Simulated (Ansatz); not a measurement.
A CCSD(T) single point on C$_{3}$H$_{4}$FGa, SMILES `FCC#[C][GaH2]`.

```yaml
crystal:
  periodic: [false, false, false]
  atoms:
    - {symbol: F, position_ang: [2.031741, 1.948430, -0.169629]}
    - {symbol: C, position_ang: [1.693246, 0.748246, -0.763150]}
    - {symbol: C, position_ang: [0.469059, 0.201394, -0.215937]}
    - {symbol: C, position_ang: [-0.553878, -0.275503, 0.227150]}
    - {symbol: Ga, position_ang: [-2.169043, -1.009761, 0.941321]}
    - {symbol: H, position_ang: [1.581251, 0.922211, -1.838404]}
    - {symbol: H, position_ang: [2.521327, 0.048773, -0.608302]}
    - {symbol: H, position_ang: [-2.671073, -2.368999, 0.362672]}
    - {symbol: H, position_ang: [-2.902639, -0.214801, 2.064279]}
basis:
  gaussian: {orbitals: def2-SVP}
correlation: {method: ccsd_t}
```

```sh
$ ansatz run in.yaml --threads 4 --pin off --events-out ev --progress --plain --max-ram 10444MiB
```

Output of Ansatz, abridged:

```
Functional definition: HF
1096 factors; integrals over basis functions are off by at most 1.1e-3 eV
mean field evaluation 1: about -58178.6896 eV, gradient 3.0e1 eV
mean field evaluation 2: about -58178.7897 eV, gradient 3.0e1 eV
mean field evaluation 4: about -58181.3833 eV, gradient 4.0e0 eV
mean field evaluation 8: about -58181.4325 eV, gradient 3.3e-4 eV
mean field -58181.43249125 eV, -2138.1282072621 hartree, gradient 1.0e-6 eV, S^2 0.000000; 0 other end points of the search recorded, 0 dependent functions left out
13 core orbitals not correlated: weight in the atoms' cores, before any rotation towards them, 1.000 or more for the frozen orbitals, at most 0.000 for the correlated occupied ones
reference -58181.43249125 eV, -2138.1282072621 hartree; 18, 18 occupied and 77, 77 virtual orbitals, 1096 factors
second order -21.13582325 eV of doubles, -0.00000000 eV of singles
cycle   1  -20.92557850 eV  change    2.1e-1 eV  update   1.2e-1
cycle   2  -21.62323488 eV  change   -7.0e-1 eV  update   3.7e-2
cycle   3  -21.76029775 eV  change   -1.4e-1 eV  update   1.7e-2
cycle   4  -21.76141220 eV  change   -1.1e-3 eV  update   4.8e-3
cycle   5  -21.76312783 eV  change   -1.7e-3 eV  update   2.0e-3
cycle   6  -21.76383510 eV  change   -7.1e-4 eV  update   6.1e-4
cycle   7  -21.76396946 eV  change   -1.3e-4 eV  update   2.6e-4
cycle   8  -21.76398293 eV  change   -1.3e-5 eV  update   9.2e-5
cycle   9  -21.76400395 eV  change   -2.1e-5 eV  update   4.0e-5
perturbative correction -0.72833475 eV, -0.0267658082 hartree
Total energy: -58203.92482995 eV, -2138.9547854633 hartree
```

It took 5.5 s on 4 threads of an AMD EPYC 7B13 on a shared host, with 0.54 GiB of host memory at the peak.

MP2 recovers 94.0 % of the CCSD(T) correlation energy and the triples give 3.2 %; T1 = 0.0125.
